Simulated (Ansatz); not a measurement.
`NC([SiH3])S` and `FC([SiH3])S` differ in one atom or group.

Ansatz, PBE0-D4/def2-TZVP geometries, multiplicity 1. Each molecule was computed in one conformer, which needn't be the lowest.

```json
{"property": "size of the dipole moment (B3LYP/def2-TZVPP) / D", "`NC([SiH3])S`": "1.58"}
{"property": "HOMO–LUMO gap (ωB97M-V/def2-TZVPP) / eV", "`NC([SiH3])S`": "10.80"}
{"property": "HOMO energy (PBE/def2-TZVPP) / eV", "`NC([SiH3])S`": "-5.55"}
{"property": "HOMO–LUMO gap (PBE0/def2-TZVPP) / eV", "`NC([SiH3])S`": "6.88"}
{"property": "LUMO energy (PBE0/def2-TZVPP) / eV", "`NC([SiH3])S`": "0.07"}
{"property": "HOMO–LUMO gap (B3LYP/def2-TZVPP) / eV", "`NC([SiH3])S`": "6.42"}
```

Q: Give the same properties after the change, and the shifts. (Estimate.)

A: Ansatz gave: 
```json
{"property": "size of the dipole moment (B3LYP/def2-TZVPP) / D", "`FC([SiH3])S`": "1.47", "shift": "-0.11"}
{"property": "HOMO–LUMO gap (ωB97M-V/def2-TZVPP) / eV", "`FC([SiH3])S`": "11.34", "shift": "0.54"}
{"property": "HOMO energy (PBE/def2-TZVPP) / eV", "`FC([SiH3])S`": "-6.33", "shift": "-0.78"}
{"property": "HOMO–LUMO gap (PBE0/def2-TZVPP) / eV", "`FC([SiH3])S`": "7.38", "shift": "0.50"}
{"property": "LUMO energy (PBE0/def2-TZVPP) / eV", "`FC([SiH3])S`": "-0.19", "shift": "-0.26"}
{"property": "HOMO–LUMO gap (B3LYP/def2-TZVPP) / eV", "`FC([SiH3])S`": "6.91", "shift": "0.49"}
```

With PBE0 the HOMO falls by 0.75 eV and the LUMO falls by 0.26 eV, so the gap widens by about 0.49 eV. PBE moves the HOMO by -0.78 eV and ωB97M-V by -0.74 eV. Dipoles are sizes alone; their direction can turn.

B3LYP here is the variant with VWN-RPA as its local correlation; programs differ in this.
